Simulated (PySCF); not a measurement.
Molecule: `Cn1cnc(C(F)(F)F)n1`, C$_{4}$H$_{4}$F$_{3}$N$_{3}$.

Bonds (- single, = double, # triple, : aromatic): C1-N2, N2:C3, C3:N4, N4:C5, C5-C6, C6-F7, C6-F8, C6-F9, C5:N10, N10:N2. C1 carries H11, H12, H13; C3 carries H14.

Frames of a GFN2-xTB Langevin trajectory at 300 K; GIAO PBE0/pcSseg-1 shieldings in PySCF, gas phase, non-relativistic; equivalent atoms averaged within each frame.

Scale: ¹³C (σ = 186.93 ppm), ¹H (σ = 31.72 ppm) vs TMS; ¹⁵N (σ = 267.73 ppm) vs NH3; ¹⁹F (σ = 170.95 ppm) vs CFCl3 (reference shieldings calculated alike). The references are static minima.

Task: How do the shifts (ppm) fluctuate along the trajectory?

Result: 
```tsv
time (fs)	C5	C3	C6	C1	N10	N4	N2	F7/F8/F9	H14	H11/H12/H13
250	159.8	152.3	129.5	36.6	343.4	307.1	236.3	-81.0	8.12	4.34
425	161.7	151.6	127.0	32.4	341.0	306.4	231.9	-82.7	7.76	3.79
625	158.7	160.0	129.9	31.1	332.1	312.0	228.7	-73.6	8.30	3.64
800	157.9	141.2	130.4	39.7	321.6	295.4	222.3	-73.3	7.70	3.64
1000	161.4	147.7	127.1	43.4	344.3	310.0	232.2	-80.0	7.52	4.29
mean of frames	159.9	150.5	128.8	36.6	336.5	306.2	230.3	-78.1	7.88	3.94
standard deviation	1.7	6.9	1.6	5.1	9.6	6.4	5.2	4.4	0.32	0.35
```

5 frames give an uncertainty of the mean of about the standard deviation over 2.2 at best, since frames this close in time may not be independent; classical motion lacks zero-point vibration, and the reference would need the same averaging.
